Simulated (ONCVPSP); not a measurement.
## Tm (Z = 69): one change to an ONCV potential, before and after

| Item | Value |
| --- | --- |
| Element | Tm |
| Generator | ONCVPSP 4.0.1 |
| Type | optimised norm-conserving Vanderbilt (ONCV) |
| Functional | LDA (Perdew-Wang 92) |
| Relativity | fully relativistic |
| Frozen core | [Kr] 4d10 4f12 |
| Valence charge | 11 |
| Reference configuration | 5s2 5p6 5d1 6s1 (charge +1) |
| Partial waves | 5s+6s: rc 1.55 bohr, ncon 4, nbas 8, qcut 6.6 1/bohr, 2 projectors; 5p: rc 1.35 bohr, ncon 5, nbas 10, qcut 7.3 1/bohr, 3 projectors, debl 2.9 Ha; 5d: rc 3.35 bohr, ncon 3, nbas 8, qcut 3.8 1/bohr, 1 projector |
| Local potential | polynomial inside 1.35 bohr (lpopt 5, dvloc0 1 Ha) |
| Core correction | Teter function fitted to the true core (icmod 2), fcfact 0.35 |

Open shells are filled in proportion to 2j + 1.

All-electron outer shells of the reference configuration (LDA (PZ), scalar-relativistic, ld1.x):

```json
{"shell": "5s", "level (eV)": "-64.52", "outermost node (bohr)": "0.59", "outermost maximum (bohr)": "1.08"}
{"shell": "5p", "level (eV)": "-37.21", "outermost node (bohr)": "0.63", "outermost maximum (bohr)": "1.24"}
{"shell": "4f", "level (eV)": "-16.47", "outermost node (bohr)": "–", "outermost maximum (bohr)": "0.49"}
{"shell": "6s", "level (eV)": "-10.22", "outermost node (bohr)": "1.46", "outermost maximum (bohr)": "2.98"}
{"shell": "5d", "level (eV)": "-8.31", "outermost node (bohr)": "0.71", "outermost maximum (bohr)": "1.83"}
```

Change: scalar-relativistic.

Cutoffs: the cutoffs (Ha) at which the residual kinetic energy of the hardest occupied pseudo-wave falls to 1 and 0.1 mHa per electron; they do not see the model core or the augmentation charge, which bear on the density cutoff. Errors are all-electron minus pseudo energies relative to the spin-unpolarised reference configuration.

What does the change do?

The potential gets softer (27 Ha and 110 Ha → 25 Ha and 55 Ha); both files keep a bound ghost (p); of the 4 tests that both files solve, the error grows in 2 and shrinks in 0 by more than 15 % and 0.3 meV (median size 65.4 → 64.1 meV).

| quantity | base | changed |
| --- | --- | --- |
| cutoff, loose | 27 Ha | 25 Ha |
| cutoff, tight | 110 Ha | 55 Ha |
| loose cutoff by channel | s 19 Ha, p 27 Ha, d 5.7 Ha | s 19 Ha, p 25 Ha, d 5.6 Ha |
| bound ghosts | p3/2 | p |
| GHOST(+) flags under 300 eV | s at 180.7 eV, d5/2 at 223.5 eV, d3/2 at 278.7 eV | s at 181.1 eV, d at 246.0 eV |
| error for 5s2 5p6 5d1 6s2, meV [ΔE -7.36 eV] | -0.7 | +1.8 |
| error for 5s2 5p6 5d1 6s0, meV [ΔE 13.22 eV] | +0.2 | -4.1 |
| error for 5s2 5p6 5d0 6s0, meV [ΔE 33.41 → 33.42 eV] | +130 | +124 |
| error for 5s1 5p6 5d1 6s2, meV [ΔE 56.33 → 56.41 eV] | -468 | -509 |
| s: phases at 1.57 bohr within 0.05 rad from the reference energy up to (Ha; the scan ends near 5) | 3.5 | 3.5 |
| rms error of d²Exc/dni dnj with the model core, mHa | 5.01 | 2.29 |

 A true bound ghost makes a file unfit for plane-wave use even where its test errors are small: the radial tests pick states by their node count and pass the ghost by.
